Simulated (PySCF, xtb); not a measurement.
RbCl, SMILES [Cl][Rb].

GFN2-xTB (xtb) at its own geometry gives an orbital gap of 1.50 eV and a dipole moment of 8.53 D.

The structure is a stationary point at B3LYP-D3(BJ)/def2-TZVPD. The def2 effective core potentials stand for the cores of Rb; spin–orbit coupling is left out.

**Question.** What does CAM-B3LYP/def2-TZVPD run with PySCF give? (The exact figures need the calculation; the answer reports its results.)

**Answer.** gap 6.22 eV (levels -7.22 and -1.00 eV), dipole 11.13 D.
